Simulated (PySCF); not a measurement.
CH2F2O2Si, SMILES O=C(O)[SiH](F)F. Atoms are numbered in the order given.

```xyz
8

O      1.5061     1.1185     0.5235
C      1.1009     0.1560    -0.0972
O      1.8937    -0.6546    -0.8408
Si    -0.7493    -0.3743    -0.1246
F     -1.5926     0.8932    -0.6916
F     -1.1904    -0.6180     1.4198
H      2.8113    -0.2989    -0.7610
H     -1.0775    -1.5843    -0.9281
```
Charge 0, spin multiplicity 1.

The structure is a stationary point at PBE-D3(BJ)/def2-SVP. This is a generated structure with no PubChem entry under its InChIKey; it may be hypothetical. Other conformers were not sampled.

Calculation: PySCF with PBE-D3(BJ)/def2-SVP.

Frequencies are harmonic and unscaled.

A small imaginary wavenumber (i) marks a very flat motion, where grid noise or a shallow saddle decides the sign.

Computed normal modes with their intensities:
```csv
mode,ν (cm⁻¹),IR (km/mol),moving atoms (share of kinetic energy)
1,8i,0.4,"O 62 %, F 31 %"
2,145,0.6,"F 67 %, O 18 %, Si 12 %"
3,151,0.5,"O 54 %, F 27 %, C 9 %"
4,255,6.4,"F 62 %, O 29 %"
5,360,31.0,"F 43 %, Si 28 %, O 21 %"
6,451,62.2,"Si 54 %, O 32 %, H 8 %"
7,508,24.7,"C 55 %, H 35 %"
8,667,73.0,"O 41 %, H 32 %, C 22 %"
9,715,97.9,"H 58 %, C 25 %, O 17 %"
10,776,90.8,"H 70 %, F 18 %"
11,798,10.7,"H 84 %, F 14 %"
12,867,196.3,"F 48 %, Si 39 %"
13,956,185.5,"Si 50 %, F 43 %"
14,1115,140.5,"O 46 %, H 34 %, C 19 %"
15,1281,9.9,"C 49 %, H 36 %, O 14 %"
16,1774,208.2,"C 60 %, O 38 %"
17,2243,111.0,H 96 %
18,3543,33.3,H 94 %
```
